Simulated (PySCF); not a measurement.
Geometries of 3 isomers of C2H8OSi2, from PySCF, PBE0-D3(BJ)/def2-SVP geometry optimisation, gas phase. One conformer each, no zero-point energy, no frequencies.

Task: Which isomer lies lowest at this level?
A.
```xyz
13
angstrom
C      0.276   -1.126    0.386
C     -1.105   -0.523    0.041
Si    -0.889    1.361    0.029
O      0.734    1.468   -0.394
Si     1.577    0.014   -0.395
H      0.366   -2.177    0.067
H      0.434   -1.116    1.479
H     -1.410   -0.829   -0.976
H     -1.897   -0.872    0.722
H     -1.111    1.982    1.371
H     -1.741    2.059   -0.976
H      2.830    0.134    0.405
H      1.928   -0.376   -1.794
```
B.
```xyz
13
angstrom
C     -2.182    0.383    0.209
C     -1.087   -0.345   -0.522
O     -1.134   -0.575   -1.708
Si     0.520   -0.912    0.423
Si     2.243    0.492   -0.318
H     -2.595   -0.261    1.003
H     -2.976    0.676   -0.493
H     -1.770    1.274    0.711
H      0.366   -0.816    1.910
H      0.786   -2.331    0.045
H      3.539    0.149    0.342
H      2.386    0.357   -1.798
H      1.895    1.910    0.012
```
C.
```xyz
13
angstrom
Si     2.271    0.765    0.009
O      1.312   -0.581   -0.138
Si    -0.245   -1.120   -0.273
C     -1.546   -0.102   -1.087
C     -1.648   -0.190    0.473
H      1.754    1.654    1.093
H      2.293    1.527   -1.275
H      3.650    0.317    0.346
H     -0.251   -2.595   -0.357
H     -1.295    0.885   -1.492
H     -2.354   -0.578   -1.655
H     -2.519   -0.721    0.875
H     -1.455    0.743    1.015
```

Result: A. That is `C1C[SiH2]O[SiH2]1`, 34.1 kcal/mol below the next.

```
            SMILES                atoms numbered as above      E (Eh)  relative (kcal/mol)  relative (kJ/mol)  dipole (D)
 C1C[SiH2]O[SiH2]1  [CH2:1]1[CH2:2][SiH2:3][O:4][SiH2:5]1  -734.60345                  0.0                0.0        1.90
  [SiH3]O[SiH]1CC1   [SiH3:1][O:2][SiH:3]1[CH2:4][CH2:5]1  -734.54906                 34.1              142.8        0.37
CC(=O)[SiH2][SiH3]   [CH3:1][C:2](=[O:3])[SiH2:4][SiH3:5]  -734.49848                 65.9              275.6        2.27
```

As drawn, the lowest has an Si–O bond, which the highest lacks; the highest has a C=O bond and an Si–Si bond, which the lowest lacks.
